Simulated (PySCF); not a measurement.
C₄H₇BF₂O.
Atom-mapped SMILES: `[CH3:1][CH2:2][O:3]/[CH:4]=[CH:5]/[B:6]([F:7])[F:8]` (hydrogens: H9, H10, H11 on C1; H12, H13 on C2; H14 on C4; H15 on C5)

Level of theory: PBE0-D3(BJ)/def2-SVP geometry optimisation, gas phase in PySCF 2.14.0.

Problem. Give the optimised bond lengths and angles.

Solution. 
```
                 bond  length (bohr)
                C1–C2          2.846
                C2–O3          2.683
                O3–C4          2.507
                C4=C5          2.547
                C5–B6          2.881
         B6–F7, B6–F8          2.511
C1–H9, C1–H10, C1–H11          2.078
       C2–H12, C2–H13          2.088
               C4–H14          2.079
               C5–H15          2.066
```

Bonds in one row agree within 0.02 bohr and their mean is given. A selection of angles:
```
   angle  degrees
C1–C2–O3    108.3
C2–O3–C4    117.2
O3–C4–C5    123.5
C4–C5–B6    119.4
C5–B6–F7    121.5
F7–B6–F8    116.1
```

Torsions: C1–C2–O3–C4 178° (antiperiplanar); C2–O3–C4–C5 180° (antiperiplanar); O3–C4–C5–B6 180° (antiperiplanar); C4–C5–B6–F7 0° (synperiplanar).

The 8 heavy atoms lie in one plane (0.013 Å rms). Of the pairs four or more bonds apart, F7···H14 is among the closest relative to their van der Waals radii: 2.54 Å, 95 % of the sum of Bondi's values. B6 (three-coordinate boron) is planar (angles 122.4°, 121.5° and 116.1°, sum 360.0°, 0.00 Å off the plane of its three neighbours). The 2 C–C bonds span 1.348 Å (C4=C5, drawn double) to 1.506 Å (C1–C2, drawn single), a spread of 0.158 Å. The 2 C–O bonds span 1.327 Å (O3–C4, drawn single) to 1.420 Å (C2–O3, drawn single), a spread of 0.093 Å.

PBE0-D3(BJ)/def2-SVP frequencies: not computed here. One conformer, not necessarily the lowest.

Hardware: an Arm Neoverse V1 with one thread, on a shared host. Cost: 67 s wall, 0.76 GiB resident at most. This is the geometry optimisation.
